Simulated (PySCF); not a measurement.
## Two-component Hartree-Fock for Sc⁶⁺ (scandium, charge +6)

Start: [Ne] 3s2 3p3; 3p1/2 filled at m_j = -1/2, +1/2; 3p3/2 filled at m_j = +3/2. Calculated with PySCF 2.14 in an uncontracted even-tempered set (20 s from 0.27 bohr⁻², ratio 2.4; 14 p from 0.35 bohr⁻², ratio 2.4; 5 d from 2.3 bohr⁻², ratio 2.6; 5 f from 3.5 bohr⁻², ratio 2.6): generalised Hartree-Fock with the X2C-1e Hamiltonian and a Gaussian nucleus; one run each with spin-orbit coupling (SO) switched off, then screened by Boettger's factors.

```json
{"spinor shell": "1s1/2", "electrons": "2", "ε, spin-free (eV)": "-4650.6", "ε, screened SO (eV)": "-4650.6", "weight of nominal j (screened SO)": "1.000", "rms radius, screened SO (bohr)": "0.0844"}
{"spinor shell": "2s1/2", "electrons": "2", "ε, spin-free (eV)": "-631.18", "ε, screened SO (eV)": "-631.17", "weight of nominal j (screened SO)": "1.000", "rms radius, screened SO (bohr)": "0.369"}
{"spinor shell": "2p1/2", "electrons": "2", "ε, spin-free (eV)": "-533.92", "ε, screened SO (eV)": "-537.88", "weight of nominal j (screened SO)": "0.894", "rms radius, screened SO (bohr)": "0.337"}
{"spinor shell": "3s1/2", "electrons": "2", "ε, spin-free (eV)": "-158.35", "ε, screened SO (eV)": "-158.35", "weight of nominal j (screened SO)": "1.000", "rms radius, screened SO (bohr)": "1.06"}
{"spinor shell": "3p1/2", "electrons": "2", "ε, spin-free (eV)": "-136.94", "ε, screened SO (eV)": "-137.07", "weight of nominal j (screened SO)": "0.540", "rms radius, screened SO (bohr)": "1.10"}
{"spinor shell": "3p3/2", "electrons": "1", "ε, spin-free (eV)": "-136.94", "ε, screened SO (eV)": "-136.69", "weight of nominal j (screened SO)": "1.000", "rms radius, screened SO (bohr)": "1.10"}
```

Problem. Where does 2p3/2 lie, and what is the 2p spin-orbit splitting (screened SO)?

Solution. At -531.95 eV, 5.930 eV above 2p1/2.

```json
{"quantity": "E (hartree)", "spin-free": "-751.77526", "screened SO": "-751.78103"}
{"quantity": "M_J", "spin-free": "3/2", "screened SO": "3/2"}
{"quantity": "⟨J²⟩", "spin-free": "3.751", "screened SO": "3.751"}
{"quantity": "⟨L²⟩", "spin-free": "0.000", "screened SO": "0.007"}
{"quantity": "⟨S²⟩", "spin-free": "3.751", "screened SO": "3.740"}
```

Each row is a mean over spinors that exchange with the open shell spreads, by up to 16.505 eV (3s1/2).

Rows whose weight is well below 1 are mixtures of j = l ± 1/2: exchange outweighs spin-orbit coupling there, and the label is only the starting occupation.

Without spin-orbit coupling the j labels of p, d and f shells carry no meaning; the spin-free column gives the mean over the occupied spinors of each nl shell.
